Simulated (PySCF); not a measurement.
## S⁻ (sulfur, charge -1) across methods

[Ne] 3s2 3p5, 2P determinant. Computed with PySCF 2.14 in aug-cc-pVDZ-DK, with the spin-free X2C one-electron Hamiltonian (Gaussian nucleus).

```tsv
method	E (hartree)	mean ε 3s β (eV)	mean ε 3p α (eV)	mean ε 3p β (eV)	Σ⟨r²⟩ (bohr²)	⟨S²⟩
MN15	-399.2910	-10.667	-1.308	-0.549	44.94	0.755
HSE06	-399.1527	-9.755	-0.252	0.549	44.02	0.754
UHF	-398.61194	-14.553	-3.491	-2.251	43.31	0.760
r2SCAN	-399.2441	-8.693	0.208	1.024	44.07	0.756
LDA	-397.8809	-8.591	0.350	1.066	45.41	0.753
BLYP	-399.2815	-8.371	0.609	1.258	45.71	0.753
PBE0	-399.1342	-10.147	-0.642	0.167	43.94	0.754
B97-3	-399.2286	-10.298	-0.607	0.143	43.97	0.753
PBE	-399.1041	-8.414	0.467	1.179	45.02	0.753
```

The highest occupied level is positive at HSE06, r2SCAN, LDA, BLYP, PBE0, B97-3, PBE: only the finite basis holds that electron, which in a density functional comes from self-interaction.
